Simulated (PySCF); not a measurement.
# From computed data to an observable: chemical shift, span and skew from a shielding tensor

C3H5ClGe, SMILES ClC=C=[CH][GeH3]. Atoms are numbered in the order given.

```xyz
10

Cl     3.0918     0.1003    -0.7419
C      1.8978    -0.9182     0.0262
C      0.8097    -0.4394     0.5824
C     -0.3040     0.0230     1.0925
Ge    -1.9297     0.2232     0.0296
H      2.1454    -1.9837     0.0067
H     -0.3324     0.3159     2.1530
H     -3.0511    -0.6155     0.6623
H     -2.3553     1.6991     0.0322
H     -1.6393    -0.2540    -1.3958
```

Geometry optimised at r2SCAN-D4/def2-SVP. The structure was generated by enumeration; whether it is a known compound was not checked.

GIAO shieldings from PySCF with KT2/pcSseg-1, non-relativistic, no solvent. The symmetric part of the tensor of C3 has the principal values -49.7, -42.9, 9.3 ppm. The same nucleus in TMS has σ = 185.1 ppm at this level (PySCF, at its B3LYP-D3(BJ)/def2-TZVP geometry). Without spin–orbit terms, shifts of atoms bonded to Cl or Br come out too high.

**Question.** Work out the isotropic shielding, the ¹³C shift against TMS, the span and the skew.

**Answer.** 
σ(iso) = (σ11 + σ22 + σ33)/3 = -27.8 ppm. δ = σ(ref) − σ(iso) = 185.1 − (-27.8) = 212.9 ppm.
Span Ω = σ33 − σ11 = 59.0 ppm. Skew κ = 3(σ(iso) − σ22)/Ω = 0.77. Tumbling in solution averages the tensor to δ; in a static solid the shielding alone would spread this spin-1/2 line over Ω.
